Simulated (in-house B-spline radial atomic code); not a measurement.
Radial electron density of neutral helium, 1s2. All numbers are computed (scalar-relativistic (X2C) wB97X, spin-polarised, spherical fractional occupations, exact exchange averaged over the configuration; Gaussian nucleus of rms radius 1.6755 fm) with an all-electron radial atomic-structure program (B-spline basis), not measured.

Columns: r (bohr), 4πr²n(r) (electrons per bohr), bar.

```
  0.0303  0.03784 #
  0.0343  0.04771 #
  0.0388  0.05994 ##
  0.0439  0.07516 ##
  0.0496  0.09376 ##
  0.0562   0.1172 ###
  0.0635   0.1453 ####
  0.0719   0.1801 #####
  0.0813   0.2218 ######
   0.092   0.2721 #######
   0.104   0.3314 #########
   0.118   0.4035 ##########
   0.133    0.483 ############
   0.151   0.5799 ###############
    0.17    0.682 ##################
   0.193   0.8032 #####################
   0.218   0.9296 ########################
   0.247    1.066 ###########################
   0.279    1.203 ###############################
   0.315    1.337 ##################################
   0.357    1.465 ######################################
   0.404    1.574 ########################################
   0.457    1.656 ###########################################
   0.516    1.703 ############################################
   0.584     1.71 ############################################
   0.661    1.671 ###########################################
   0.747    1.586 #########################################
   0.846    1.456 #####################################
   0.956    1.293 #################################
    1.08    1.106 ############################
    1.22   0.9073 #######################
    1.38   0.7071 ##################
    1.57   0.5121 #############
    1.77   0.3556 #########
       2   0.2289 ######
    2.27   0.1344 ###
    2.56  0.07518 ##
     2.9  0.03758 #
    3.28  0.01705
```

On this grid the curve has 1 maximum, near 0.584 bohr.

The 1s up radial function P(r) = rR(r), positive near the nucleus:

```tsv
r (bohr)	P
0.01	0.04737
0.0128	0.06027
0.0164	0.07662
0.021	0.09717
0.0268	0.1225
0.0343	0.1544
0.0439	0.1938
0.0562	0.2421
0.0719	0.3001
0.092	0.3688
0.118	0.4492
0.151	0.5385
0.193	0.6337
0.247	0.7302
0.315	0.8175
0.404	0.887
0.516	0.9227
0.661	0.9139
0.846	0.8533
1.08	0.7437
1.38	0.5946
1.77	0.4217
2.27	0.2593
2.9	0.1371
```
